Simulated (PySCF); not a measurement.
H₅GeSi, doublet, geometry from GFN2-xTB. Base run: PySCF with B3LYP/3-21G.

The PySCF input:
```python
from pyscf import gto, scf, dft

mol = gto.M(
    atom='''
Si    1.58255728   -0.14883064    0.22848526
Ge   -0.70737659    0.06516866   -0.06935058
H     2.35711363    0.97278161   -0.30935075
H     2.14741312   -1.38590867   -0.31683571
H    -1.50411796   -0.31898370    1.14733016
H    -1.16165919    1.47053600   -0.33975223
H    -1.35850081   -0.74019347   -1.16096632
''',
    basis='3-21g',
    spin=1,
    verbose=4,
)

mf = dft.UKS(mol)
mf.xc = 'b3lyp'
mf.kernel()
```

Each row names what was changed in the base input (with any setting that the change needs).

| change | basis functions | E (Eh) | HOMO (eV) | dipole (D) |
|---|---|---|---|---|
| base | 45 | -2357.88314 | -6.03 | 0.23 |
| basis = x2c-SVPall; relativity = none | 75 | -2360.61115 | -6.05 | 0.34 |
| basis = x2c-TZVPall; relativity = spin-free X2C; nucleus = Gaussian (with nucmod='G') | 115 | -2391.92127 | -6.07 | 0.42 |
| basis = x2c-TZVPall; relativity = spin-free X2C | 115 | -2391.93268 | -6.07 | 0.42 |
| basis = cc-pVDZ-DK; relativity = none | 70 | -2357.51654 | -6.02 | 0.35 |
| basis = x2c-SVPall; relativity = spin-free X2C; nucleus = Gaussian (with nucmod='G') | 75 | -2391.44573 | -6.03 | 0.38 |
| basis = cc-pVDZ-DK; relativity = spin-free X2C; nucleus = Gaussian (with nucmod='G') | 70 | -2391.81490 | -6.01 | 0.37 |
| basis = x2c-TZVPall; relativity = none | 115 | -2359.94196 | -6.08 | 0.40 |
| basis = cc-pVDZ-DK; relativity = spin-free X2C | 70 | -2391.82669 | -6.01 | 0.37 |
| basis = x2c-SVPall; relativity = spin-free X2C | 75 | -2391.45623 | -6.03 | 0.38 |

Totals shift with the method and basis; they matter in differences.

Open shells are given as the SCF converged; they aren't shown to be the lowest states, and a large step between rows can be another state.

Basis sets contracted for a relativistic Hamiltonian are a mismatch without it, so the rows without relativity aren't non-relativistic limits. No row has spin-orbit coupling; sets with core potentials leave out the core electrons.
